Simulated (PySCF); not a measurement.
F5HOW, SMILES [OH][W]([F])([F])([F])([F])[F], multiplicity 1.

The structure is a stationary point at B3LYP-D3(BJ)/def2-SVP. The spin state was assumed, not searched. The isomer is the one that the SMILES or the coordinates give; other isomers of the formula were not compared. The def2 effective core potentials stand for the cores of W; spin–orbit coupling is left out. Other conformers were not sampled.

Calculation: PySCF with M06-2X/def2-TZVP.

Symmetry labels are those of the subgroup C2v that the program uses (full group C4v).

Computed valence orbital energies around the gap with their symmetry:
```tsv
orbital	symmetry	energy (eV)
HOMO−7	A2	-14.94
HOMO−6	B1	-14.84
HOMO−5	B2	-14.84
HOMO−4	B1	-14.44
HOMO−3	B2	-14.44
HOMO−2	A2	-14.22
HOMO−1	B1	-13.44
HOMO	B2	-13.44
LUMO	A1	-3.29
LUMO+1	B1	-3.12
LUMO+2	B2	-3.12
LUMO+3	A1	0.23
```
